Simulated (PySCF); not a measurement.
C₇H₁₀F₃O (charge -1).
Cartesian coordinates in Å at the PBE0-D3(BJ)/def2-SVP level; atoms count from 1:
```
atom  x, y, z in Å
C1     2.5180   -0.2855    0.1121
C2     1.4855   -0.9369   -0.8563
O3     1.1619   -2.1609   -0.5043
C4     0.2650    0.0485   -1.0146
C5    -0.6906   -0.0102    0.1879
C6    -1.5121   -1.3014    0.1538
C7    -1.5576    1.1940    0.2613
F8    -2.4024    1.3870   -0.7683
C9    -1.5905    2.1065    1.2317
F10   -0.8371    2.0665    2.3172
F11   -2.3718    3.1775    1.2404
H12    2.8824    0.7108   -0.2093
H13    2.0896   -0.1963    1.1277
H14    3.3759   -0.9723    0.1919
H15    1.9974   -0.8310   -1.8843
H16   -0.3004   -0.2377   -1.9191
H17    0.6199    1.0856   -1.1698
H18   -0.0777   -0.0170    1.1051
H19   -0.7554   -2.0917   -0.0303
H20   -2.2384   -1.2718   -0.6757
H21   -2.0633   -1.4619    1.0965
```

Method: PySCF, PBE0-D3(BJ)/def2-SVP geometry optimisation, gas phase.

Take the most abundant isotopes and a rigid rotor. The values belong to one conformer with, in the numbering `[CH3:1][C@@H:2]([O-:3])[CH2:4][C@H:5]([CH3:6])[C:7]([F:8])=[C:9]([F:10])[F:11]`, C1–C2–C4–C5 -78°, C2–C4–C5–C6 -74°, C4–C5–C7–F8 63°.

(1) What are A, B and C (MHz)?

(2) What kind of rotor is it?

(3) Is it planar, by Δ = Ic − Ia − Ib?

(4) Where do the levels up to J = 2 lie, in MHz?

(5) Which types of transition are allowed, and where do some lines up to J = 2 fall?

(6) Estimate the classical rotational partition function at 10 K, 100 K and 500 K.

Answers

(1) Ia = 279.88, Ib = 866.24, Ic = 981.60 u·Å²; 505379 MHz·u·Å²/I gives A = 1806, B = 583.4, C = 514.9 MHz.

(2) An asymmetric top; Ray's κ = -0.894.

(3) Not planar: Δ = Ic − Ia − Ib = -164.53 u·Å². For a rigid frame Δ = −2 Σ m c², so Σ m c² = 82.27 u·Å² lies off the ab plane: 17.74 from hydrogen and 64.53 from heavier atoms. The atom farthest from that plane is 2.27 Å away.

(4) Above 0(0,0):
J = 1: 1(0,1) 1098, 1(1,1) 2321, 1(1,0) 2389
J = 2: 2(0,2) 3292, 2(1,2) 4449, 2(1,1) 4654, 2(2,1) 8321, 2(2,0) 8324
Those of J = 1 are B + C, A + C and A + B.

(5) The dipole components (about the centre of mass, as the species is charged) are |μa| = 9.38 D, |μb| = 0.64 D, |μc| = 0.61 D. The squared components, which scale the intensities, stand as 1.00 : 0.00 : 0.00 (a : b : c). Some lines, for components of 0.1 D or more:

| type | branch | J(Ka,Kc) | MHz | lower level (cm⁻¹) |
| --- | --- | --- | --- | --- |
| b | R | 2(0,2) ← 1(1,1) | 971 | 0.077 |
| c | Q | 2(1,2) ← 2(0,2) | 1157 | 0.110 |
| b | Q | 2(1,1) ← 2(0,2) | 1362 | 0.110 |
| a | R | 2(1,2) ← 1(1,1) | 2128 | 0.077 |
| a | R | 2(1,1) ← 1(1,0) | 2265 | 0.080 |
| c | R | 1(1,0) ← 0(0,0) | 2389 | 0.000 |
| c | R | 2(1,1) ← 1(0,1) | 3556 | 0.037 |
| b | Q | 2(2,1) ← 2(1,2) | 3872 | 0.148 |
| b | R | 2(2,1) ← 1(1,0) | 5932 | 0.080 |
| c | R | 2(2,1) ← 1(1,1) | 6000 | 0.077 |
| b | R | 2(2,0) ← 1(1,1) | 6003 | 0.077 |

(6) Point group C1, symmetry number σ = 1; q = (√π/σ)·√((kT/h)³/(ABC)), k/h = 20836.6 MHz/K: 7240 at 10 K, 229000 at 100 K, 2560000 at 500 K.

Stationary, but not proved a minimum. Zero-point vibration and centrifugal distortion are left out. A rigid rotor knows nothing of internal rotation, which can split or shift real lines.
